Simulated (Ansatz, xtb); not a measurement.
## FHO2Si: which of two conformers lies lower

We compare I, `O=[Si](O)F`, a singlet, with II, `O=[Si](O)F`, a singlet. Both are isolated molecules in the gas phase, relaxed with B3LYP/6-31G*.

I (Å):

```xyz
5

F    -1.4854    1.5667    0.0375
O    -0.8821   -0.3266   -1.5389
O     0.5520   -0.1074    0.9089
Si   -0.4990    0.3315   -0.0981
H    -0.3561   -1.1079   -1.7709
```

II (Å):

```xyz
5

F     1.7939    0.0756   -0.4306
O    -0.6506   -0.7423   -0.6248
O    -0.0130    1.1258    1.3931
Si    0.3435    0.2334    0.2187
H    -0.2507   -1.2457   -1.3506
```

Energies in hartree; the thermal terms are from B3LYP/6-31G* harmonic frequencies (ideal gas, rigid rotor, one conformer each, 298.15 K, 1 atm) and include the zero-point energy:

```
                                I           II
E, CCSD(T)/def2-TZVPP  −539.793500  −539.790564
    zero-point energy     0.021137     0.020919
         H(298 K) − E     0.026487     0.026328
         G(298 K) − E    −0.006181    −0.006443
```

Q: Work out ΔE, ΔE₀, ΔH and ΔG for I → II in kcal/mol (1 Eh = 627.51 kcal/mol) and the equilibrium ratio [II]/[I].

A: 1. ΔE = −539.790564 − (−539.793500) = +0.002936 Eh = +1.84 kcal/mol.
2. ΔE₀ = ΔE + ΔZPE = +0.002936 + (−0.000218) Eh = +1.71 kcal/mol.
3. ΔH = ΔE + (−0.000159) Eh = +1.74 kcal/mol.
4. ΔG = ΔE + (−0.000262) Eh = +1.68 kcal/mol, so ΔS = (ΔH − ΔG)/T = +0.9 J/(mol K).
5. kT = 0.9442 mEh, so K = [II]/[I] = exp(−ΔG/kT) = exp(−2.83) ≈ 0.059.

Structure I is favoured at this temperature. An error of 1 kcal/mol in ΔG would change K by a factor of 5.4. Mirror images and further conformers aren't counted.

Other levels gave ΔE = +1.8 (B3LYP/6-31G*); +2.0 (HF/def2-TZVPP); +1.9 (MP2/def2-TZVPP) kcal/mol. The correlated steps freeze 8 core orbitals. Programs: Ansatz 0.2.0.
